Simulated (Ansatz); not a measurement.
Input (CCSDT(Q)/def2-SVP; Ansatz, a program for electronic structure):

Ansatz 0.2 input:
```yaml
crystal:
  periodic: [false, false, false]
  atoms:
    - {symbol: Zr, position_ang: [0.19273946, 0.13731159, 0.23803181]}
    - {symbol: O, position_ang: [0.60315209, -0.10571495, -1.46649138]}
    - {symbol: O, position_ang: [-1.56684937, -0.58084302, 0.27633231]}
basis:
  gaussian:
    orbitals: def2-SVP
magnetization: {spin_polarized: true, initial_magnetization: 2}
correlation: {method: ccsdt_q, electrons: outside_noble_gas}
```

Output:

```
mean field evaluation 1248: about -5332.9222 eV, gradient 6.4e-4 eV
mean field -5336.30927079 eV, -196.1057486214 hartree, gradient 4.9e-6 eV, S^2 2.016435; 29 other end points of the search recorded, 0 dependent functions left out
determinant -5336.30927079 eV, -196.1057486214 hartree, with singles and doubles -5348.24518767 eV, -196.5443854759 hartree
determinant -5335.91141368 eV, -196.0911276421 hartree, with singles and doubles -5347.63463395 eV, -196.5219480407 hartree
determinant -5335.58516355 eV, -196.0791381708 hartree, with singles and doubles -5347.45249905 eV, -196.5152547067 hartree
determinant -5335.30799010 eV, -196.0689522346 hartree, with singles and doubles -5347.03698946 eV, -196.4999850106 hartree
determinant -5335.10595685 eV, -196.0615276494 hartree, with singles and doubles -5346.84660498 eV, -196.4929885104 hartree
determinant -5334.98530784 eV, -196.0570938803 hartree, with singles and doubles -5347.25279737 eV, -196.5079158053 hartree
determinant -5334.98143774 eV, -196.0569516568 hartree, with singles and doubles -5346.51433885 eV, -196.4807779551 hartree
determinant -5334.76527693 eV, -196.0490078932 hartree, with singles and doubles -5346.42409153 eV, -196.4774614273 hartree
determinant -5334.69252330 eV, -196.0463342468 hartree, with singles and doubles -5346.37053410 eV, -196.4754932279 hartree
determinant -5333.58780467 eV, -196.0057365860 hartree, with singles and doubles -5343.40740536 eV, -196.3666002553 hartree
determinant -5333.39959068 eV, -195.9988198493 hartree, with singles and doubles -5343.13707975 eV, -196.3566659723 hartree
determinant -5333.38826541 eV, -195.9984036535 hartree, with singles and doubles -5343.12677013 eV, -196.3562871010 hartree
determinant -5333.14489734 eV, -195.9894600420 hartree, with singles and doubles -5343.79941317 eV, -196.3810062768 hartree
determinant -5333.07398607 eV, -195.9868541005 hartree, with singles and doubles -5343.26390199 eV, -196.3613266040 hartree
determinant -5333.04934987 eV, -195.9859487370 hartree, with singles and doubles -5343.23261903 eV, -196.3601769764 hartree
determinant -5332.92216963 eV, -195.9812749494 hartree, with singles and doubles -5343.03342247 eV, -196.3528566377 hartree
6 core orbitals not correlated
reference -5336.30927079 eV, -196.1057486214 hartree; 9, 7 occupied and 44, 46 virtual orbitals, 1042 factors
second order -12.16816558 eV of doubles, -0.00000000 eV of singles
coupled cluster: 1.40 GiB planned
cycle   1  -10.96599188 eV  change     1.2e0 eV  update   2.5e-1
cycle   2  -11.99940590 eV  change    -1.0e0 eV  update   2.6e-1
cycle   3  -12.39629490 eV  change   -4.0e-1 eV  update   5.5e-2
cycle   4  -12.60930389 eV  change   -2.1e-1 eV  update   3.7e-2
cycle   5  -12.58608875 eV  change    2.3e-2 eV  update   2.5e-2
cycle   6  -12.57765097 eV  change    8.4e-3 eV  update   1.9e-2
cycle   7  -12.61807504 eV  change   -4.0e-2 eV  update   1.5e-2
cycle   8  -12.67875344 eV  change   -6.1e-2 eV  update   1.1e-2
cycle   9  -12.68512705 eV  change   -6.4e-3 eV  update   6.9e-3
cycle  10  -12.68891111 eV  change   -3.8e-3 eV  update   4.3e-3
cycle  11  -12.68607294 eV  change    2.8e-3 eV  update   2.9e-3
cycle  12  -12.68286077 eV  change    3.2e-3 eV  update   2.3e-3
cycle  13  -12.68494466 eV  change   -2.1e-3 eV  update   1.7e-3
cycle  14  -12.68610207 eV  change   -1.2e-3 eV  update   1.4e-3
cycle  15  -12.68679541 eV  change   -6.9e-4 eV  update   1.2e-3
cycle  16  -12.68801168 eV  change   -1.2e-3 eV  update   1.1e-3
cycle  17  -12.68858796 eV  change   -5.8e-4 eV  update   9.1e-4
cycle  18  -12.68802370 eV  change    5.6e-4 eV  update   7.6e-4
cycle  19  -12.68816633 eV  change   -1.4e-4 eV  update   5.6e-4
cycle  20  -12.68823296 eV  change   -6.7e-5 eV  update   4.3e-4
cycle  21  -12.68790688 eV  change    3.3e-4 eV  update   3.4e-4
cycle  22  -12.68805038 eV  change   -1.4e-4 eV  update   2.2e-4
cycle  23  -12.68802119 eV  change    2.9e-5 eV  update   1.6e-4
cycle  24  -12.68793529 eV  change    8.6e-5 eV  update   1.3e-4
cycle  25  -12.68779732 eV  change    1.4e-4 eV  update   9.7e-5
cycle  26  -12.68768601 eV  change    1.1e-4 eV  update   7.2e-5
cycle  27  -12.68762031 eV  change    6.6e-5 eV  update   5.7e-5
cycle  28  -12.68753626 eV  change    8.4e-5 eV  update   4.1e-5
cycle  29  -12.68749324 eV  change    4.3e-5 eV  update   3.3e-5
cycle  30  -12.68747484 eV  change    1.8e-5 eV  update   2.6e-5
cycle  31  -12.68744625 eV  change    2.9e-5 eV  update   2.1e-5
cycle  32  -12.68744438 eV  change    1.9e-6 eV  update   1.8e-5
cycle  33  -12.68742705 eV  change    1.7e-5 eV  update   1.5e-5
cycle  34  -12.68740716 eV  change    2.0e-5 eV  update   1.3e-5
cycle  35  -12.68739946 eV  change    7.7e-6 eV  update   1.1e-5
cycle  36  -12.68739629 eV  change    3.2e-6 eV  update   8.9e-6
cycle  37  -12.68739936 eV  change   -3.1e-6 eV  update   7.4e-6
cycle  38  -12.68739598 eV  change    3.4e-6 eV  update   5.5e-6
cycle  39  -12.68740344 eV  change   -7.5e-6 eV  update   3.9e-6
cycle  40  -12.68740796 eV  change   -4.5e-6 eV  update   2.7e-6
cycle  41  -12.68740907 eV  change   -1.1e-6 eV  update   2.1e-6
cycle  42  -12.68741125 eV  change   -2.2e-6 eV  update   1.4e-6
cycle  43  -12.68741203 eV  change   -7.7e-7 eV  update   1.1e-6
cycle  44  -12.68741211 eV  change   -9.0e-8 eV  update   7.9e-7
cycle  45  -12.68741306 eV  change   -9.5e-7 eV  update   6.4e-7
cycle  46  -12.68741375 eV  change   -6.9e-7 eV  update   5.1e-7
perturbative correction -0.07669629 eV, -0.0028185366 hartree
Total energy: -5349.07338084 eV, -196.5748210135 hartree
```

 The CCSD(T) runs of this state have a T1 diagnostic of up to 0.049.

This triplet is an excited state, 2.2 eV above the singlet at CCSD(T)/def2-QZVPP (Ansatz).
